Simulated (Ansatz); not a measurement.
Saddle point of Si4NH13ClF, singlet (Si₄H₉Cl ([SiH3][Si]([SiH3])([SiH3])[Cl]) + NH₃ + HF → Si₃H₇Cl ([SiH3][SiH]([SiH3])[Cl]) + SiH₃F ([F][SiH3]) + NH₃; bonds formed: Si1–H8, Si2–F9; bonds broken: Si1–Si2, H8–F9), PBE0-D4/def2-TZVP structure:

```xyz
20
angstrom
Si -0.3207 -0.5052 0.7508
Si 2.2442 -0.4317 0.4946
Si -1.8992 1.1195 1.3589
Si -0.8278 -1.8200 -1.1031
Cl -0.3169 -1.7191 2.4648
H 0.5394 1.8708 -1.1156
N -0.0515 1.1468 -1.5103
H 0.9578 0.7131 0.8415
F 1.8749 1.5433 0.7399
H 2.8011 -0.0921 -0.8331
H 3.1176 -0.3402 1.6813
H 1.9351 -1.8998 0.3861
H -2.0651 2.1853 0.3345
H -1.4756 1.7410 2.6400
H -3.2077 0.4389 1.5547
H -1.1535 -3.2073 -0.6808
H 0.3276 -1.8587 -2.0379
H -2.0004 -1.2417 -1.8132
H 0.4287 0.7756 -2.3222
H -0.9080 1.5813 -1.8307
```

Energies are electronic, without zero-point energy. Barriers and step energies count from the start structure reached by relaxing down the imaginary mode; all methods use the PBE0-D4 structures, on which another method's saddle can fall below an end. Ansatz 0.2.0; basis: def2-TZVPP, with def2-QZVPP for the basis limit; cores frozen in the correlated methods. B3LYP uses VWN-RPA correlation. Extrapolation: Hartree–Fock as exp(−7.88 √X), correlation as X^−2.97.

| method | barrier (kcal/mol) | step energy (kcal/mol) |
| --- | --- | --- |
| SPW92 | 25.62 | -19.40 |
| PBE-D4 | 31.05 | -20.13 |
| BLYP-D4 | 33.61 | -25.06 |
| r2SCAN-D4 | 32.83 | -25.55 |
| B97M-V | 36.63 | -26.04 |
| PBE0-D4 | 36.24 | -22.34 |
| B3LYP-D4 | 37.49 | -26.67 |
| r2SCAN0-D4 | 37.06 | -26.28 |
| BHLYP-D4 | ? | -29.42 |
| CAM-B3LYP-D4 | 38.18 | -29.04 |
| wB97X-V | ? | -27.34 |
| wB97M-V | ? | -27.74 |
| B2PLYP | 38.49 | -28.81 |
| PBE-QIDH | 38.94 | -25.72 |
| RPA on PBE | 38.81 | -28.29 |
| HF | 55.13 | -36.72 |
| MP2 | 38.23 | -27.56 |
| CCSD | 43.17 | -28.63 |
| CCSD(T) | 40.23 | -27.04 |

(1) Fill in the withheld barriers. (To be estimated.)

No T1 diagnostic of these runs exceeds 0.014.

Results:

(1) By the calculation: wB97X-V 38.19; wB97M-V 36.77; BHLYP-D4 43.08 kcal/mol. Each is the energy of the saddle less that of the start structure, by the same method.

For comparison, the barrier by CCSD(T) at an estimated basis limit (MP2 extrapolated from triple and quadruple zeta, plus CCSD(T) − MP2 in triple zeta) is 39.37 kcal/mol.

Labels in which every atom is bracketed show which atoms are joined, not bond orders.

For scale, one of the runs: CCSD(T)/def2-TZVPP, 454 basis functions, launched by `ansatz run in.yaml --threads 4 --pin off --events-out ev --progress --plain --max-ram 46080MiB --backend cuda --devices 0, --max-vram 37GiB`. The run took 26 s on 4 CPU threads of an AMD EPYC 7R13 and a share of one NVIDIA H100 (shared host), with 0.94 GiB of host memory at its peak.
